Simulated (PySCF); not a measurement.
Computed shifts of a molecule CH₁₂N₂Si₃, PBE0/pcSseg-1 (PySCF), GIAO, gas phase, atoms alike by connectivity averaged where their shifts nearly agree, in ppm (number of nuclei): ¹³C: 3.5 (1). ²⁹Si: -10.8 (1), -103.5 (1), -122.4 (1). ¹⁵N: 39.7 (1), 37.5 (1). ¹H: 3.84 (3), 3.37 (2), 1.05 (1), 0.82 (1), 0.66 (1), 0.54 (1), 0.50 (3). References: ¹³C against TMS (σ = 186.3 ppm); ²⁹Si against TMS (σ = 352.7 ppm); ¹⁵N against NH3 (σ = 267.4 ppm); ¹H against TMS (σ = 31.56 ppm), references at their B3LYP-D3(BJ)/def2-TZVP geometries, non-relativistic. Geometry: PBE0-D3(BJ)/def2-SVP. The values are those of a single conformer.

**Question.** Which molecule gave these data?
A. CN[Si](N)([SiH3])[SiH3]
B. N[Si@H]([SiH3])NC[SiH3]
C. C[Si](N)(N)[SiH2][SiH3]
D. C[Si@@](N)([SiH3])N[SiH3]

**Answer.** C, C[Si](N)(N)[SiH2][SiH3]
